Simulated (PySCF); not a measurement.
Badger's rule along the fourth-period p block: bonds to Bi

r²SCAN in PySCF with def2-SVP on every atom (core potentials on Bi), for the lowest determinant that a PBE0 search found; no spin–orbit coupling. Badger's rule says that Re = d + c·k^(−1/3) for bonds between atoms of fixed rows.

```json
{"molecule": "BiSe", "state (unpaired electrons)": "doublet (π ↑)", "Re (Å)": "2.450", "k (mdyn/Å)": "2.68"}
{"molecule": "GeBi", "state (unpaired electrons)": "doublet (π ↑)", "Re (Å)": "2.535", "k (mdyn/Å)": "?"}
{"molecule": "BiBr", "state (unpaired electrons)": "triplet (π ↑↑)", "Re (Å)": "2.615", "k (mdyn/Å)": "?"}
{"molecule": "GaBi", "state (unpaired electrons)": "triplet (π ↑↑)", "Re (Å)": "2.841", "k (mdyn/Å)": "0.776"}
```

Fix c and d from BiSe and GaBi.

c = (2.841 − 2.45)/(0.776^(−1/3) − 2.68^(−1/3)) = 1.062, d = 2.45 − c·2.68^(−1/3) = 1.686 Å.

Predict k of the others and set the computed values beside them.



```tsv
molecule	k by the rule	k computed	difference (%)
GeBi	1.95	1.89	3
BiBr	1.49	1.71	-13
```

The rule misses by 8 % on average, well for two fitted constants.

Spin–orbit coupling is left out, which matters for elements this heavy, above all for dissociation energies. States were picked by a PBE0 search and need not be the measured ground states.
